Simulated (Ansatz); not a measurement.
Born–Oppenheimer molecular dynamics of AlClH$_{6}$N$_{2}$ (10 atoms, charge 0, multiplicity 1). It starts at the highest image of a converged band, a first-order saddle point between two minima.

Method: RKS PBE/6-31G* in Ansatz 0.2.0.

```
ensemble                      : NVE (velocity Verlet)
time step                     : 0.5 fs
steps asked                   : 200
starting velocities drawn for : 300 K
seed                          : 6642
```

First frame:

```xyz
10
Properties=species:S:1:pos:R:3
Al -0.174 0.109 0.149
Cl 0.767 1.331 -2.093
N 1.348 0.078 1.084
N -1.255 -1.298 -0.060
H -0.254 1.688 -1.163
H -0.995 1.539 -0.101
H 2.181 0.616 0.852
H 1.538 -0.581 1.837
H -2.226 -1.222 -0.361
H -0.931 -2.260 -0.142
```

**Question.** How far do the bonds stretch over the last three quarters of this one trajectory? (Pairs bonded in most of those frames.)

**Answer.** 
```csv
bond,mean (Å),spread (Å),shortest,longest
Al1–N3,1.804,0.030,1.75,1.85
Al1–N4,1.804,0.034,1.74,1.86
Al1–H6,1.609,0.048,1.54,1.70
Cl2–H5,1.308,0.030,1.26,1.36
N3–H7,1.021,0.024,0.98,1.06
N3–H8,1.021,0.020,0.99,1.05
N4–H9,1.019,0.008,1.00,1.03
N4–H10,1.020,0.014,1.00,1.04
```

Mean temperature of the second half: 260 K. The conserved energy stayed within 0.18 meV per atom of its start (net change 0.043 meV per atom), so the integration is sound. A run of 0.1 ps of so small a system gives no equilibrium averages. The orbitals stay closed-shell, which can raise the energy where a bond breaks towards radicals; this wasn't checked here.

Run time: 4.9 min on 2 threads of Arm Neoverse V1, with other jobs on the host, peak memory 0.12 GiB.
